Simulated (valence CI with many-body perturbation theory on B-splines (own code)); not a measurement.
Os54+ in three bases

Calculated by configuration interaction combined with many-body perturbation theory (CI+MBPT): four valence electrons over a frozen Dirac-Fock core [Ar], radial functions for each j: 7 s, 7 p, 8 d, 6 f, 4 g, 1 h, with the one-electron correlation potential Σ1, the two-electron term Σ2, the three-electron term Σ3, Breit, model QED; selected CI, second order for the rest, scaled by the run's own slope (own B-spline code, finite nucleus).

No measured spectrum was set against this ion. As an estimate, large intervals hold to a few tenths of a per cent, small ones and those within an open d or f shell to about a per cent. The list stops below the first excitations out of the core. Only levels of the ground parity were solved; by the run's estimate the other parity begins above the list, which can be wrong where configurations are misplaced.

The reference run has the lowest level (3d3/2^4) J=0 and an ionisation energy of 5281.39 eV. Its largest variational space holds 17345 state functions.

Levels are named by their leading jj configuration (3d3/2^4 stands for four electrons in 3d with j = 3/2), which in mixed levels can hold well under half, so a name can repeat and another be missing. Letters in brackets count levels of one name in rising energy.

Changed runs:
A. basis 6 s, 6 p, 5 d, 5 f, 1 g
B. basis 5 s, 5 p, 4 d, 4 f

Excitation energies of the reference run in cm⁻¹, and shifts in cm⁻¹:

```tsv
Level	Reference	A	B
(3d3/2^3 3d5/2) J=1	593938	-247	-419
(3d3/2^3 3d5/2) J=4	692327	+21	+309
(3d3/2^3 3d5/2) J=2	721276	-57	+327
(3d3/2^3 3d5/2) J=3	748904	-12	+446
(3d3/2^2 3d5/2^2) J=0 [a]	1260040	-284	-524
(3d3/2^2 3d5/2^2) J=2 [a]	1262760	-257	-190
(3d3/2^2 3d5/2^2) J=4 [a]	1283100	-216	-153
(3d3/2^2 3d5/2^2) J=3 [a]	1300550	-254	-122
(3d3/2^2 3d5/2^2) J=5	1329460	-87	+274
(3d3/2^2 3d5/2^2) J=6	1352520	+20	+561
(3d3/2^2 3d5/2^2) J=1	1375590	-102	+371
(3d3/2^2 3d5/2^2) J=3 [b]	1399030	-8.6	+680
Ionisation energy (eV)	5281.39	-0.08	-0.13
```
